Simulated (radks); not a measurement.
Trend from B3+ to Tl3+: ionisation energy by Delta-SCF between NIST ground configurations, and size. All-electron calculation, scalar-relativistic Kohn-Sham, r2SCAN, spin-polarised, spherical densities, finite nucleus; open shells are filled with parallel spins first (spin-orbit coupling, left out, can overturn this in heavy ions); meta-GGA in the generalised Kohn-Sham scheme; Fermi nuclear charge, rms radius of each element as measured or else 0.836 A^(1/3) + 0.57 fm. Program: a radial shooting solver on a logarithmic mesh with Libxc functionals.

species,configuration,IE (eV),NIST (eV),kind,outermost,<r> outermost (bohr),r at 0.001 e/bohr^3 (bohr)
B3+,[He],259.48,259.37,theory,1s,0.325,1.22
Al3+,[Ne],121.62,119.99,exp.,2s,0.621,1.96
Ga3+,[Ar] 3d10,63.881,63.24,exp.,3d,0.784,2.56
In3+,[Kr] 4d10,56.556,55.45,exp.,4d,1.15,2.96
Tl3+,[Xe] 4f14 5d10,51.925,51.14,exp.,5d,1.33,3.18

Reference values: NIST Atomic Spectra Database (exp. = measured, semi-emp. = semi-empirical, theory = theoretical value adopted there). Open shells are spherical and high-spin; term and fine-structure splittings are not resolved. Spin-orbit splitting is averaged out at the scalar-relativistic level.
